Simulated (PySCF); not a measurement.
From computed data to an observable: chemical shift, span and skew from a shielding tensor

CH5ClFNSi, SMILES N[Si@@H](Cl)CF. Atoms are numbered in the order given.

```xyz
10

N     -1.4128    -1.2535     0.2089
Si    -0.3677    -0.0210    -0.3552
Cl    -0.4950     1.8020     0.6880
C      1.4363    -0.5351    -0.1022
F      1.7179    -1.6897    -0.8202
H     -2.3831    -1.2878    -0.0877
H     -1.2894    -1.6764     1.1238
H     -0.7085     0.2540    -1.7699
H      1.6388    -0.7116     0.9710
H      2.1146     0.2744    -0.4272
```
Charge 0, spin multiplicity 1.

The structure is a stationary point at B3LYP-D3(BJ)/def2-SVP. The structure was generated by enumeration; whether it is a known compound was not checked. Other conformers were not sampled.

GIAO shieldings from PBE/pcSseg-1 (PySCF), non-relativistic, no solvent. The symmetric part of the tensor of C4 has the principal values 53.5, 70.1, 174.6 ppm. The same nucleus in TMS has σ = 182.0 ppm at this level (PySCF, at its B3LYP-D3(BJ)/def2-TZVP geometry). Without spin–orbit terms, shifts of atoms bonded to Cl or Br come out too high.

### Question
Work out the isotropic shielding, the ¹³C shift against TMS, the span and the skew.

### Answer

σ(iso) = (σ11 + σ22 + σ33)/3 = 99.4 ppm. δ = σ(ref) − σ(iso) = 182.0 − (99.4) = 82.6 ppm.
Span Ω = σ33 − σ11 = 121.1 ppm. Skew κ = 3(σ(iso) − σ22)/Ω = 0.73. Tumbling in solution averages the tensor to δ; in a static solid the shielding alone would spread this spin-1/2 line over Ω.
